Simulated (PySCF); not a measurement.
Species: CH6NSi, charge 0, multiplicity 2. It need not be the lowest isomer of its formula. SMILES: CN[SiH2]
Coordinates optimised at B3LYP-D3(BJ)/def2-TZVP (Ansatz):
```xyz
9

C     -1.6329     0.3857    -0.0781
N     -0.3818    -0.2032    -0.5281
Si     1.1008    -0.1663     0.3584
H     -2.2061     0.7683    -0.9263
H     -1.4198     1.2278     0.5817
H     -2.2655    -0.3193     0.4726
H     -0.5073    -0.9420    -1.2046
H      2.1762    -0.5360    -0.6071
H      1.2814     1.2381     0.8319
```
Charge 0, spin multiplicity 2.

Dispersion corrections to the total energy (kcal/mol) from the dftd3 and dftd4 libraries through PySCF: D3(BJ) without and D4 with the three-body term, each with the damping fitted for the functional named.

```
functional  D3(BJ)     D4
----------  ------  -----
r2SCAN       -0.99      …
B2GP-PLYP    -2.39  -1.42
BHLYP        -5.04  -4.04
BLYP         -7.88  -7.81
PBE0             …  -2.88
B3LYP        -6.43  -5.58
LC-wPBE      -3.41      …
```

Fill in the missing entries.


- r2SCAN, D4: -0.82
- PBE0, D3(BJ): -3.15
- LC-wPBE, D4: -3.83
